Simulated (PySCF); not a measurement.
C₂H₉PSi, SMILES C[SiH](C)P.

Coordinates come from a PBE0-D3(BJ)/def2-SVP optimisation. The values are those of a single conformer.

Two levels are set side by side: PBE/def2-TZVP (PySCF) and CAM-B3LYP/def2-TZVP (PySCF). Same geometry, gas phase. Differences are taken from unrounded values.

```
quantity                     CAM-B3LYP    PBE  PBE minus CAM-B3LYP
---------------------------  ---------  -----  -------------------
orbital gap (eV)                  9.89   5.73                -4.16
highest occupied level (eV)      -8.47  -6.10                 2.37
lowest empty level (eV)           1.42  -0.37                -1.79
dipole moment (D)                 1.49   1.51                 0.03
mean polarisability (bohr³)       78.2   81.4                  3.2
```

PBE's occupied levels lie high since its potential decays too fast outside the molecule; exact exchange lowers them and widens the gap. PBE's more diffuse valence density responds more strongly to a field. Differences between two approximate levels are no errors against the true value.

Rough cost on one machine, each run with all the roots and properties that it gave: CAM-B3LYP against PBE within a factor of 2.
